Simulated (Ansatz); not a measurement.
Species: C4H12OSi (charge 0, singlet). 
Geometry from a B3LYP-D3(BJ)/def2-TZVP (Ansatz, an electronic-structure program) optimisation:
```
Si
C 1 1.8750
H 2 1.0915 1 110.38
H 2 1.0925 3 107.84 1 -121.70
H 2 1.0925 3 108.11 4 -116.33
C 1 1.8750 2 110.42 3 62.04
H 6 1.0915 1 110.38 2 -62.04
H 6 1.0925 7 107.84 1 121.70
H 6 1.0925 7 108.11 8 116.33
C 1 1.8798 2 110.54 3 -175.34
H 10 1.0925 1 111.45 2 179.00
H 10 1.0925 11 107.86 1 122.64
H 10 1.0926 11 107.55 12 115.74
C 1 1.8971 2 108.81 3 -57.33
H 14 1.0986 1 109.81 2 -61.17
H 14 1.0986 15 106.93 1 119.09
O 14 1.4362 15 111.01 16 121.22
H 17 0.9624 14 109.07 15 -59.39
```
Charge 0, spin multiplicity 1.

Wanted: atomisation energy (electronic, to ground-state atoms), in kcal/mol. Valence correlation only, unless marked. UHF or UKS for open shells. Spin-orbit coupling is left out. Non-relativistic. The coupled-cluster limit lacks core correlation, which all-electron functionals hold. Basis-set limits of correlation are two-point, X^-3; Hartree-Fock from the larger set.

```json
[
 {"level": "HF/aug-cc-pV(D+d)Z", "program": "Ansatz", "atomisation energy (kcal/mol)": "1205.9", "minus last row": "-427.7"},
 {"level": "HF/aug-cc-pV(T+d)Z", "program": "Ansatz", "atomisation energy (kcal/mol)": "1224.6", "minus last row": "-409.0"},
 {"level": "HF/aug-cc-pV(Q+d)Z", "program": "Ansatz", "atomisation energy (kcal/mol)": "1226.4", "minus last row": "-407.2"},
 {"level": "PBE/def2-TZVPD", "program": "Ansatz", "atomisation energy (kcal/mol)": "1643.2", "minus last row": "9.6"},
 {"level": "BLYP-D4/def2-TZVPD", "program": "Ansatz + dftd4", "atomisation energy (kcal/mol)": "1621.4", "minus last row": "-12.2"},
 {"level": "B3LYP-D4/def2-TZVPD", "program": "Ansatz + dftd4", "atomisation energy (kcal/mol)": "1631.0", "minus last row": "-2.6"},
 {"level": "BHLYP-D3(BJ)/def2-TZVPD", "program": "Ansatz + dftd3", "atomisation energy (kcal/mol)": "1597.3", "minus last row": "-36.3"},
 {"level": "r2SCANh/def2-TZVPD", "program": "Ansatz", "atomisation energy (kcal/mol)": "1624.6", "minus last row": "-9.0"},
 {"level": "CAM-B3LYP/def2-TZVPD", "program": "Ansatz", "atomisation energy (kcal/mol)": "1630.0", "minus last row": "-3.6"},
 {"level": "PBE-QIDH/def2-TZVPD", "program": "Ansatz", "atomisation energy (kcal/mol)": "1617.4", "minus last row": "-16.2"},
 {"level": "RPA@PBE/cc-pV(T+d)Z", "program": "Ansatz", "atomisation energy (kcal/mol)": "1532.2", "minus last row": "-101.4"},
 {"level": "RI-MP2/aug-cc-pV(T+d)Z", "program": "Ansatz", "atomisation energy (kcal/mol)": "1617.8", "minus last row": "-15.8"},
 {"level": "CCSD/6-31G", "program": "Ansatz", "atomisation energy (kcal/mol)": "1379.0", "minus last row": "-254.6"},
 {"level": "CCSD(T)/6-31G", "program": "Ansatz", "atomisation energy (kcal/mol)": "1385.7", "minus last row": "-247.9"},
 {"level": "CCSD(T)/CBS(cc-pV(T+d)Z,cc-pV(Q+d)Z)", "program": "Ansatz", "atomisation energy (kcal/mol)": "1633.6", "minus last row": "0.0"}
]
```
